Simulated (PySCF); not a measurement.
All values below come from PBE0-D3(BJ)/def2-TZVP (PySCF). Isolated molecules, 0 K electronic values unless said otherwise. Delta-SCF ions had no search for a lower state. 

Reference species (SMILES): `C=C(Cl)C` (neutral, multiplicity 1).

- HOMO: -7.30 eV
- vertical ionisation energy (Delta-SCF): 9.47 eV

Changed species: `C/C=C/Cl`.

Give the shifts of the HOMO and vertical ionisation energy (Delta-SCF).

the HOMO rises by 0.19 eV, to -7.11 eV; the vertical ionisation energy (Delta-SCF) drops by 0.18 eV, to 9.29 eV.
